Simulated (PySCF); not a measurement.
**Electron correlation in Cd³⁵⁺ (cadmium, charge +35)**

[Ne] 3s2 3p1, 2P determinant. Calculation: PySCF 2.14, in an even-tempered Gaussian basis (16 s from 5.3 bohr⁻², ratio 2.5; 10 p from 6.9 bohr⁻², ratio 2.5; 4 d from 29 bohr⁻², ratio 2.7; 4 f from 43 bohr⁻², ratio 2.7); the non-relativistic Hamiltonian (point nucleus). Frozen: 1s2; 11 electrons correlated; the 17 highest virtual orbitals of each spin left out.

```json
{"level": "CCSD", "correlation energy (mhartree)": "-508.00"}
{"level": "(T)", "correlation energy (mhartree)": "-1.88"}
{"level": "CCSD(T)", "correlation energy (mhartree)": "-509.88"}
```

Diagnostics: T1 = 0.0012, D1 = 0.0052, largest double amplitude 0.085.

Problem. Is a single reference adequate?

Solution. Mostly. T1 lies below 0.03, but a double amplitude of this size points to a near-degeneracy that CCSD handles and MP2 describes poorly.

At this charge a non-relativistic calculation is a model, useful for the Z dependence of the correlation energy.
